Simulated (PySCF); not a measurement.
# Excitation energy of Sb by level of theory

Sb [Kr] 4d10 5s2 5p3 (4S) → Sb [Kr] 4d10 5s1 5p3 5d1 (6D), as a difference of total energies. All numbers are calculated (PySCF 2.14, scalar relativity by spin-free X2C-1e, in aug-cc-pwCVTZ-DK3 (10s9p7d4f1g, 109 functions)). Correlated levels: valence: [Kr] 4d10 frozen; valence and next inner shell: [Ar] 3d10 frozen. The calculations carry no spin-orbit coupling.

```csv
method,excitation energy (cm⁻¹)
UHF,89288
LDA,110140
PBE,106900
PBE0,104670
r2SCAN,103550
M06-L,107490
r2SCANh,103170
CAM-B3LYP,109550
MP2 (valence),98292
SCS-MP2 (valence),101120
MP2 (valence and next inner shell),107300
SCS-MP2 (valence and next inner shell),108340
```

A first-order spin-orbit estimate (lowest level to lowest level, LS coupling) adds -0.017 eV.

The upper state lies above the first ionisation limit, but in LS coupling its spin forbids autoionisation to the ground ion; at this Z spin-orbit coupling breaks that rule.

The promoted electron is Rydberg-like, and one or two diffuse shells describe it only roughly, which tends to raise the upper state.
